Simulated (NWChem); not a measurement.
GaSi₂H₇; SMILES [GaH]([SiH3])[SiH3]

All runs: NWChem. The geometry was optimised at PBE0/def2-SVP.

Diagonal of the polarisability tensor at PBE/def2-SVPD, static: 96.14, 136.49, 77.24 bohr³.

**Question.** Find the mean polarisability volume, the molar refraction, and the refractive index that an ideal gas of it would have at 273.15 K and 1 atm.

**Answer.** 
1. Mean: one third of the trace = 103.29 bohr³ × 0.14818 Å³/bohr³ = 15.31 Å³.
2. Molar refraction (Lorentz-Lorenz): (4π/3) N_A α = 38.6 cm³/mol.
3. Number density p/kT = 2.687 × 10⁻⁵ Å⁻³; n − 1 = 2π N α = 25.84 × 10⁻⁴.
4. These hold the electronic response alone: vibrational and orientational terms add to the static dielectric constant.
